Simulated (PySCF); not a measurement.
**Steps of a relaxation of Ce(NH2)4**

Ce(NH2)4 (singlet; a saddle point, relaxed within its symmetry). PySCF 2.14.0, RKS r2SCAN, Ce lcecp-2-SVP with ECP46, N def2-SVP, H def2-SVP; non-relativistic Hamiltonian with scalar-relativistic core potentials where named; density fitting; no spin-orbit coupling. Origin of the start: template. Columns: position (Å) and force (eV/Å). Energies are counted from the last step; some of the 8 steps are shown. Forces carry noise of the integration grid, about 0.01 to 0.03 eV/Å.

Run from Python with OMP_NUM_THREADS=2. Where DIIS fails, smearing, a level shift and second-order steps follow.
It took 81 s on 2 threads of Arm Neoverse V1, on a shared host, from the converged density of the start.

```xyz
13
step 0  E = 0.075 eV
Ce    0.0000    0.0000    0.0000     0.00    0.00    0.00
N     1.2822    1.2822    1.2822    -0.50   -0.16   -0.16
H     1.6228    1.0359    2.2097     0.16    0.10    0.08
H     1.6228    2.2097    1.0359     0.16    0.08    0.10
N    -1.2822   -1.2822    1.2822     0.50    0.16   -0.16
H    -1.6228   -1.0359    2.2097    -0.16   -0.10    0.08
H    -1.6228   -2.2097    1.0359    -0.16   -0.08    0.10
N     1.2822   -1.2822   -1.2822    -0.50    0.16    0.16
H     1.6228   -2.2097   -1.0359     0.16   -0.08   -0.10
H     1.6228   -1.0359   -2.2097     0.16   -0.10   -0.08
N    -1.2822    1.2822   -1.2822     0.50   -0.16    0.16
H    -1.6228    2.2097   -1.0359    -0.16    0.08   -0.10
H    -1.6228    1.0359   -2.2097    -0.16    0.10   -0.08
```

```xyz
13
step 2  E = 0.009 eV
Ce    0.0000    0.0000    0.0000     0.00    0.00    0.00
N     1.2260    1.3050    1.3050     0.05    0.06    0.06
H     1.6680    1.0284    2.1858    -0.04    0.02   -0.05
H     1.6680    2.1858    1.0284    -0.04   -0.05    0.02
N    -1.2260   -1.3050    1.3050    -0.05   -0.06    0.06
H    -1.6680   -1.0284    2.1858     0.04   -0.02   -0.05
H    -1.6680   -2.1858    1.0284     0.04    0.05    0.02
N     1.2260   -1.3050   -1.3050     0.05   -0.06   -0.06
H     1.6680   -2.1858   -1.0284    -0.04    0.05   -0.02
H     1.6680   -1.0284   -2.1858    -0.04   -0.02    0.05
N    -1.2260    1.3050   -1.3050    -0.05    0.06   -0.06
H    -1.6680    2.1858   -1.0284     0.04   -0.05   -0.02
H    -1.6680    1.0284   -2.1858     0.04    0.02    0.05
```

```xyz
13
step 5  E = 0.001 eV
Ce    0.0000    0.0000    0.0000     0.00    0.00    0.00
N     1.1896    1.3230    1.3230    -0.04   -0.04   -0.04
H     1.6129    1.0557    2.2130     0.02    0.00    0.03
H     1.6129    2.2130    1.0557     0.02    0.03    0.00
N    -1.1896   -1.3230    1.3230     0.04    0.04   -0.04
H    -1.6129   -1.0557    2.2130    -0.02    0.00    0.03
H    -1.6129   -2.2130    1.0557    -0.02   -0.03    0.00
N     1.1896   -1.3230   -1.3230    -0.04    0.04    0.04
H     1.6129   -2.2130   -1.0557     0.02   -0.03    0.00
H     1.6129   -1.0557   -2.2130     0.02    0.00   -0.03
N    -1.1896    1.3230   -1.3230     0.04   -0.04    0.04
H    -1.6129    2.2130   -1.0557    -0.02    0.03    0.00
H    -1.6129    1.0557   -2.2130    -0.02    0.00   -0.03
```

Problem. Where does the relaxation end?

Solution. It converges at step 7 in D2d:
```xyz
13
step 7  E = 0
Ce    0.0000    0.0000    0.0000
N     1.1822    1.3259    1.3259
H     1.5993    1.0637    2.2213
H     1.5993    2.2213    1.0637
N    -1.1822   -1.3259    1.3259
H    -1.5993   -1.0637    2.2213
H    -1.5993   -2.2213    1.0637
N     1.1822   -1.3259   -1.3259
H     1.5993   -2.2213   -1.0637
H     1.5993   -1.0637   -2.2213
N    -1.1822    1.3259   -1.3259
H    -1.5993    2.2213   -1.0637
H    -1.5993    1.0637   -2.2213
```

Problem. How did the contacts change?

Solution. 
```tsv
contact	start (Å)	end (Å)
Ce1–N2 (NH2)	2.221	2.217
Ce1–N5 (NH2)	2.221	2.217
Ce1–N8 (NH2)	2.221	2.217
Ce1–N11 (NH2)	2.221	2.217
```
